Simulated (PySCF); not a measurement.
SeFI, SMILES I[Se]F.

The structure is a stationary point at B3LYP-D3(BJ)/def2-TZVP. The def2 effective core potentials stand for the cores of I; spin–orbit coupling is left out.

Calculation: PBE0/def2-TZVPD run with PySCF.

Symmetry labels are those of the subgroup Cs that the program uses (full group Cs).

Computed valence orbital energies around the gap with their symmetry:
```csv
orbital,symmetry,energy (eV)
HOMO−7,A',-18.66
HOMO−6,A',-13.52
HOMO−5,A',-12.84
HOMO−4,A",-12.67
HOMO−3,A',-10.01
HOMO−2,A",-8.96
HOMO−1,A',-8.50
HOMO,A",-6.92
LUMO,A',-3.05
LUMO+1,A',-2.43
LUMO+2,A',0.33
LUMO+3,A',0.64
```
